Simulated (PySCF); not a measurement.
Species: C5H11Al.
Z-matrix (Å and degrees, PBE0-D3(BJ)/def2-SVP geometry), rows numbered from 1:
```
C 
C   1  1.5224
C   2  1.5415  1  111.82
C   3  1.5391  2  111.81  1   179.09
Al  4  1.9677  3  100.43  2   -36.50
C   2  1.5444  1  113.27  3   124.66
H   1  1.1023  2  111.74  3    56.98
H   1  1.1008  2  111.32  3   177.76
H   1  1.1031  2  110.48  3   -62.85
H   2  1.1087  1  107.67  3  -116.65
H   3  1.1072  2  107.69  1    58.84
H   3  1.1046  2  109.60  1   -55.70
H   4  1.1079  3  110.11  2    78.28
H   4  1.1011  3  112.93  2  -163.88
H   5  1.5932  4  131.91  3  -168.32
H   6  1.1099  2  109.11  1   -47.88
H   6  1.1016  2  112.63  1    69.15
```

All values: PBE0/pcSseg-1 and CAM-B3LYP/def2-SVPD (PySCF, non-relativistic), on one gas-phase PBE0-D3(BJ)/def2-SVP geometry that isn't relaxed in the solvent. The solvent is an IEF-PCM continuum (cavity from Bondi-type radii × 1.2). Only the electrostatic response of the medium enters.

Gas phase at PBE0/pcSseg-1: HOMO -7.04 eV, LUMO -1.02 eV, dipole 0.08 D.

Task: What does the continuum do to the energy, the frontier levels and the dipole at PBE0/pcSseg-1 in methanol and water?

Result: 
```csv
solvent,ε,E(solvent) − E(gas) (kcal/mol),polarisation term (kcal/mol),distortion of the solute (kcal/mol),HOMO (eV),LUMO (eV),dipole (D)
methanol,32.61,-2.99,-3.34,0.35,-6.85,-0.53,0.07
water,78.36,-3.09,-3.46,0.37,-6.85,-0.52,0.07
```

The first energy column is the sum of the next two and covers electrostatics alone. From methanol to water the lowering changes by a factor 1.03, Onsager's factor (ε − 1)/(2ε + 1) by 1.03 and ε itself by 2.4.

Task: Which IAO charges (PBE0/pcSseg-1) respond most in methanol (means over atoms taken as equivalent)?

Result: 
| atoms | environment | gas (e) | solvent (e) | change |
| --- | --- | --- | --- | --- |
| Al5 | aluminium bonded to 2 C and H | +0.872 | +0.914 | +0.042 |
| H15 | Al–H hydrogen | -0.197 | -0.221 | -0.024 |
| C1 | methyl carbon | -0.404 | -0.409 | -0.005 |
| C4 | ring CH2 carbon | -0.622 | -0.626 | -0.004 |
| H14 | methylene hydrogen | +0.142 | +0.139 | -0.003 |
| H12 | methylene hydrogen | +0.127 | +0.123 | -0.004 |

Task: Which Mayer bond orders change most in methanol?

Result: 
| bond | length (Å) | gas | solvent | change |
| --- | --- | --- | --- | --- |
| Al5–H15 | 1.593 | 0.903 | 0.872 | -0.031 |
| C4–Al5 | 1.968 | 0.867 | 0.854 | -0.013 |
| Al5–C6 | 1.965 | 0.865 | 0.854 | -0.011 |
| C3–C4 | 1.539 | 1.013 | 1.018 | +0.005 |
| C6–C2 | 1.544 | 0.979 | 0.984 | +0.005 |
| C1–C2 | 1.522 | 1.053 | 1.050 | -0.003 |
| C2–C3 | 1.541 | 0.985 | 0.987 | +0.002 |
| C4–H13 | 1.108 | 0.941 | 0.943 | +0.002 |

Task: How do the nuclear quadrupole coupling constants eQVzz/h respond in methanol?

Result: 
```
    nucleus  Q (barn)  gas (MHz)  solvent (MHz)  η gas  η solvent
27Al at Al5    0.1466      51.63          50.74   0.17       0.14
```

Gas phase at CAM-B3LYP/def2-SVPD: HOMO -8.36 eV, LUMO -0.06 eV, dipole 0.08 D.

Task: What does the continuum do to the energy, the frontier levels and the dipole at CAM-B3LYP/def2-SVPD in methanol?

Result: 
| solvent | ε | E(solvent) − E(gas) (kcal/mol) | polarisation term (kcal/mol) | distortion of the solute (kcal/mol) | HOMO (eV) | LUMO (eV) | dipole (D) |
| --- | --- | --- | --- | --- | --- | --- | --- |
| methanol | 32.61 | -3.12 | -3.56 | 0.44 | -8.14 | 0.43 | 0.11 |

Task: How does the static polarisability (CAM-B3LYP/def2-SVPD, frozen core, with the continuum's full static response) change?

Result: 
| medium | isotropic (au) | principal values (au) | ⟨r²⟩ of the electrons (bohr²) |
| --- | --- | --- | --- |
| gas | 85.5 | 71.0, 84.7, 100.9 | 802.8 |
| methanol | 118.1 | 103.6, 116.7, 134.0 | 804.2 |

The isotropic value in methanol is 1.38 times the gas-phase one; no cavity-field correction is applied. ⟨r²⟩ is taken about the centre of nuclear charge.
